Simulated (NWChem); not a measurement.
Molecule: BI3; SMILES IB(I)I

Computed with NWChem. The geometry was optimised at PBE0/def2-SVP. def2 effective core potentials on I; no spin-orbit coupling. Level PBE0/def2-SVP: single points from the atomic guess with DIIS by default; each run changes one setting, and all converged runs end within 0.3 mHa of each other. cgmin counts macro-iterations, each dearer than a DIIS step. NWChem's automatic level shift, which a small gap switches on, acted in some of these runs.

Question: Which setting needs the most SCF iterations, or fails (core-Hamiltonian guess; defaults; occupation smearing of 0.005 Ha; level shift of 0.5 Ha throughout; quadratically convergent solver (cgmin); no DIIS, 40 % damping)?

Answer: no DIIS, 40 % damping, with 38 against 7 for the defaults.
```
setting                                  SCF iterations
---------------------------------------  --------------
defaults                                              7
occupation smearing of 0.005 Ha                       7
core-Hamiltonian guess                               18
no DIIS, 40 % damping                                38
quadratically convergent solver (cgmin)               4
level shift of 0.5 Ha throughout                     16
```
